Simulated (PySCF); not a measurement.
Compound: C₅H₁₀NPSi.
SMILES: `N#C[C@@H]1CC[C@H]1[SiH2]P`

Level of theory: PySCF 2.14.0, density-fitted response routines, TDDFT PBE0/def2-SVPD, vertical, gas phase, core orbitals frozen in the response. One conformer (not necessarily the lowest) at the GFN2-xTB geometry, without solvent, vibrations or thermal averaging. Torsions of this conformer, `[N:1]#[C:2][C@@H:3]1[CH2:4][CH2:5][C@H:6]1[SiH2:7][PH2:8]`: C5–C6–Si7–P8 -59°, H–P8–Si7–C6 -79°, H–P8–Si7–C6 -172°.

```csv
state,λ (nm),E (eV),f,"main configurations (H = HOMO, L = LUMO)"
S1,191.7,6.47,0.012,"H→L+2 (49%), H→L (43%)"
S2,184.4,6.72,0.037,H→L+1 (96%)
S3,181.2,6.84,0.147,"H→L (48%), H→L+2 (42%)"
S4,172.6,7.18,0.055,"H-1→L (77%), H→L+3 (8%)"
S5,172.0,7.21,0.069,"H→L+4 (58%), H→L+3 (20%), H-1→L (11%)"
S6,165.4,7.50,0.0025,"H→L+3 (38%), H→L+4 (16%)"
```

Triplets, Tamm–Dancoff:

```
state  E (eV)  λ (nm)  main configurations (H = HOMO, L = LUMO)
   T1    5.62   220.5                     H→L (70%), H→L+3 (9%)
   T2    5.74   216.1                               H→L+2 (73%)
```

The lowest singlet lies at 6.47 eV (192 nm, vacuum ultraviolet) and is weak; its leading configuration is HOMO→LUMO+2 (49%). The most intense listed level is S3 at 6.84 eV (181 nm, f = 0.147), 0.38 eV above S1. Löwdin shares by element: HOMO phosphorus 64%, silicon 14%, hydrogen 13% or more; LUMO silicon 24%, phosphorus 19%, hydrogen 16% or more (atoms not listed hold the other 41%). Weighted by f, the mean energy of these states is 6.96 eV. Orbital energies (eV): HOMO-3 -9.25, HOMO-2 -9.04, HOMO-1 -8.51, HOMO -7.77, LUMO -0.14, LUMO+1 0.16, LUMO+2 0.18. Of the 6 states listed, 5 reach f = 0.01 and none stays under 0.0005. The window holds the lowest 6 singlets.
